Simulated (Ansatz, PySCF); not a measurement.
Species: bromine, Br2, charge 0, multiplicity 1. 
Structure (B3LYP-D3(BJ)/def2-TZVP (Ansatz, a program for electronic structure) minimum search):
SMILES: BrBr
```xyz
2

Br     0.0000     0.0000    -1.1579
Br     0.0000     0.0000     1.1579
```
Charge 0, spin multiplicity 1.

Quantity: vertical ionisation energy (to the doublet state of charge +1; each state is the SCF solution reached for its spin; for the doublet the Hartree-Fock reference is unstable and T1 is 0.014), in eV. Correlated levels leave the core frozen unless marked. UHF or UKS for open shells. Spin-orbit coupling is left out. Frozen are the shells of the preceding noble gas and the d and f shells that filled before the atom's block. No relativistic terms.  The program attaches cautions to a run behind CCSD/aug-cc-pVDZ: other roots. The program attaches cautions to a run behind CCSD/def2-SVPD: other roots. The program attaches cautions to a run behind CCSD/aug-cc-pVTZ: other roots. The program attaches cautions to a run behind CCSD(T)/aug-cc-pVDZ: other roots. The program attaches cautions to a run behind CCSD(T)/def2-SVPD: other roots. The program attaches cautions to a run behind CCSD(T)/aug-cc-pVTZ: other roots. The program attaches cautions to a run behind CCSD(T)/aug-cc-pVQZ: other roots.

```
level                program  vertical ionisation energy (eV)
-------------------  -------  -------------------------------
SVWN5/def2-TZVPD      Ansatz                            10.56
PBE/def2-TZVPD        Ansatz                            10.35
r2SCAN/def2-TZVPD     Ansatz                            10.55
B3LYP/def2-TZVPD      Ansatz                            10.59
PBE0/def2-TZVPD       Ansatz                            10.63
wB97M-V/def2-TZVPD    Ansatz                            10.75
wB97X-V/def2-TZVPD    Ansatz                            10.81
CCSD/aug-cc-pVDZ      Ansatz                            10.59
CCSD/def2-SVPD        Ansatz                            10.63
CCSD/aug-cc-pVTZ      Ansatz                            10.68
CCSD(T)/aug-cc-pVDZ   Ansatz                            10.52
CCSD(T)/def2-SVPD     Ansatz                            10.55
CCSD(T)/aug-cc-pVTZ   Ansatz                            10.62
CCSD(T)/aug-cc-pVQZ   Ansatz                            10.74
```

For comparison, minus the highest occupied orbital energy (PySCF): 7.53 eV at TPSSh/def2-TZVPD, 8.90 eV at MN15/def2-TZVPD, 7.03 eV at M06-L/def2-TZVPD.
